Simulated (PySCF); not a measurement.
Compound: 2-bromopropene, C3H5Br.
Bonds: C1–C2 (double), C2–C3, C2–Br4. Hydrogens: H5, H6 on C1; H7, H8, H9 on C3.

Theory: core-valence-separated Tamm–Dancoff BHandHLYP/aug-pcX-1 (pcseg-1 on H, def2-SVPD on Br) in PySCF, non-relativistic, gas phase, PBE0-D3(BJ)/def2-SVP geometry. Absolute energies from this functional tend to lie a few eV below measured edges; no shift was applied.

Task: Give energies, oscillator strengths and core holes at the C K edge.

Result: 
```csv
E (eV),f,core hole on,main final orbital,polarisation
282.67,0.0571,C1,LUMO (68 %),normal to the local trigonal plane
283.93,0.0660,C2,LUMO (78 %),normal to the local trigonal plane
284.78,0.0603,C2,LUMO+1 (42 %),in the local trigonal plane
285.60,0.0024,C3,LUMO (90 %),–
285.66,0.0146,C1,LUMO+1 (50 %),in the local trigonal plane
285.91,0.0120,C3,LUMO+2 (68 %),–
286.03,0.0120,C1,LUMO+3 (55 %),in the local trigonal plane
286.04,0.0111,C3,LUMO+1 (69 %),–
286.86,0.0234,C3,spread,–
286.97,0.0343,C3,LUMO+6 (66 %),–
287.08,0.0128,C1,spread,in the local trigonal plane
287.38,0.0033,C1,spread,in the local trigonal plane
287.47,0.0105,C1,LUMO+8 (46 %),normal to the local trigonal plane
287.50,0.0016,C3,LUMO+5 (30 %),–
```

The first line with a tenth or more of the strongest one's intensity is at 282.67 eV (f = 0.057), with the hole on C1 (terminal =CH2 carbon), polarised normal to the local trigonal plane: a 1s→π* resonance. The strongest listed is at 283.93 eV (f = 0.066; C2, 1s→π*).

Roots within 0.03 eV whose holes lie on the same, on equivalent or on shared atoms are summed into one line, and the highest roots are left out, as the search may have cut off their partners. Final orbitals are the ground state's empty Kohn–Sham orbitals. A dash: too weak, shared between unlike atoms, or no plane or axis to refer to.

Task: What are the wavelength and the wavenumber of the 286.03 eV line?

Result: λ = 12398.42 eV Å/286.03 eV = 43.347 Å; 2.3070 × 10⁶ cm⁻¹.

The list ends where the root search ended, not at a threshold. The BHandHLYP/aug-pcX-1 (pcseg-1 on H, def2-SVPD on Br) calculation is non-relativistic and has no spin–orbit coupling, an omission that weighs most on bromine.
